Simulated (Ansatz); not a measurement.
A run for Ansatz (a quantum-chemistry and plane-wave program): R-wB97X-V/def2-TZVPP on CdS, 2S+1 = 1, a spin state set in the input, which need not be the lowest, a point of a bond scan (R = 2.245 Å). Elements past Kr take the def2 small-core potentials; no spin–orbit coupling.

Ansatz 0.2 input:
```yaml
crystal:
  periodic: [false, false, false]
  atoms:
    - {symbol: Cd, position_ang: [0.00000000, 0.00000000, 0.00000000]}
    - {symbol: S, position_ang: [0.00000000, 0.00000000, 2.24514400]}
basis:
  gaussian:
    orbitals: def2-TZVPP
    pivot_positions_ang: [[0.00000000, 0.00000000, 0.00000000], [0.00000000, 0.00000000, 2.24514400]]
hamiltonian:
  xc: {name: wB97X-V}
output: {forces: true, orbitals: {seedname: ./end}}
```

Program output:

```
WARN ansatz: RAYON_NUM_THREADS=2 ignored (pool sized by the plan → 2); use --threads N
Functional definition: wB97X-V
integrals: 0.04 GiB planned
678 factors; their error is unknown
integrals: 0.07 GiB planned
121 factors; integrals over basis functions are off by at most 1.9e-5 eV
mean field: 0.37 GiB planned
mean field evaluation 1: about -15393.6068 eV, gradient 3.3e1 eV
mean field evaluation 2: about -15390.4320 eV, gradient 5.1e1 eV
mean field evaluation 4: about -15396.9542 eV, gradient 1.6e0 eV
mean field evaluation 8: about -15396.9587 eV, gradient 3.6e-2 eV
mean field evaluation 16: about -15397.0155 eV, gradient 5.6e-5 eV
mean field -15397.01546907 eV, -565.8298820164 hartree, gradient 1.3e-5 eV, S^2 0.000000; 0 other end points of the search recorded, 0 dependent functions left out
the calculation of the forces begins
reference -15397.01546763 eV, -565.8298819634 hartree; 18, 18 occupied and 80, 80 virtual orbitals, 678 factors
Total energy: -15397.01546763 eV, -565.8298819634 hartree
Atom 0 at     0.000000     0.000000     0.000000 Å, force     0.000000    -0.000000     0.240601 eV/Å
Atom 1 at     0.000000     0.000000     2.245144 Å, force     0.000000    -0.000000    -0.240601 eV/Å
Dipole moment:    -0.000000     0.000000    -1.355093 e Å
```

The calculation finished and met its thresholds.

Cost: around 4 core-seconds (rough).
